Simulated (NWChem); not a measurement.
System meant: CH4BClO; SMILES B(O)(Cl)C

Input file for NWChem:

```
start job
memory heap 200 mb stack 900 mb global 1100 mb
geometry units angstroms noautosym nocenter noautoz
  B      0.097110    -0.443373    -0.001260
  Cl    -0.070548     1.339058     0.001135
  C     -1.171569    -1.352848    -0.001085
  H     -1.780986    -1.156594     0.896111
  H     -0.912108    -2.420408    -0.026971
  H     -1.814901    -1.118988    -0.864457
  O      1.337523    -0.965340    -0.000530
  H      2.030665    -0.295000     0.001737
end
basis spherical
  * library 6-31g*
end
dft
  xc m06-l
  iterations 150
end
property
  shielding
end
task dft property
```

End of the output:

```
 Vector   23  Occ=0.000000D+00  E= 9.703096D-02
              MO Center= -1.4D-01, -2.1D-02,  7.8D-03, r^2= 4.4D+00
   Bfn.  Coefficient  Atom+Function         Bfn.  Coefficient  Atom+Function
  ----- ------------  ---------------      ----- ------------  ---------------
     6      1.795863  1 B  s                 38     -1.270526  3 C  s
    26      0.873774  2 Cl py                24     -0.755866  2 Cl s
    50      0.643634  5 H  s                  8      0.472653  1 B  py
    58     -0.461641  7 O  s                 48      0.344918  4 H  s
     4      0.339318  1 B  py                52      0.312486  6 H  s

 center of mass
 --------------
 x =   0.08334069 y =   0.12692774 z =   0.00026142

 moments of inertia (a.u.)
 ------------------
         398.341942614047          -0.367244012159          -0.001325112719
          -0.367244012159         208.140726975152          -0.285630221885
          -0.001325112719          -0.285630221885         595.317753059326

     Multipole analysis of the density
     ---------------------------------

     L   x y z        total         alpha         beta         nuclear
     -   - - -        -----         -----         ----         -------
     0   0 0 0     -0.000000    -20.000000    -20.000000     40.000000

     1   1 0 0      0.290973     -0.307740     -0.307740      0.906452
     1   0 1 0     -0.218230      0.158921      0.158921     -0.536072
     1   0 0 1      0.003017     -0.006678     -0.006678      0.016374

     2   2 0 0    -20.130266    -70.952253    -70.952253    121.774239
     2   1 1 0      1.625441     -4.648396     -4.648396     10.922233
     2   1 0 1      0.000940     -0.001411     -0.001411      0.003761
     2   0 2 0    -25.295181   -116.988155   -116.988155    208.681129
     2   0 1 1     -0.008498     -0.070634     -0.070634      0.132770
     2   0 0 2    -22.541895    -14.040434    -14.040434      5.538972

          -----------------------------------------
          Chemical Shielding Tensors (GIAO, in ppm)
          -----------------------------------------

 ------------------------------------------------------------------------
  xm06: d2 not coded                    0
 ------------------------------------------------------------------------
 ------------------------------------------------------------------------
  current input line :
    23: task dft property
 ------------------------------------------------------------------------
 ------------------------------------------------------------------------
 This error has not yet been assigned to a category
 ------------------------------------------------------------------------
 For more information see the NWChem manual at https://nwchemgit.github.io

0: xm06: d2 not coded:Received an Error in Communication
```

What is wrong, and how is it mended?

The run crashed. Cause: this functional's second derivatives, which shieldings need, aren't coded here; the fix takes a hybrid GGA instead. This input runs:
```
start job
memory heap 200 mb stack 900 mb global 1100 mb
geometry units angstroms noautosym nocenter noautoz
  B      0.097110    -0.443373    -0.001260
  Cl    -0.070548     1.339058     0.001135
  C     -1.171569    -1.352848    -0.001085
  H     -1.780986    -1.156594     0.896111
  H     -0.912108    -2.420408    -0.026971
  H     -1.814901    -1.118988    -0.864457
  O      1.337523    -0.965340    -0.000530
  H      2.030665    -0.295000     0.001737
end
basis spherical
  B library 6-31g*
  Cl library 6-31g*
  C library 6-31g*
  H library 6-31g*
  O library 6-31g*
end
dft
  xc pbe0
  iterations 150
end
property
  shielding
end
task dft property
```
It converges to -600.55407 Ha (PBE0/6-31G* (spherical d), GIAO).
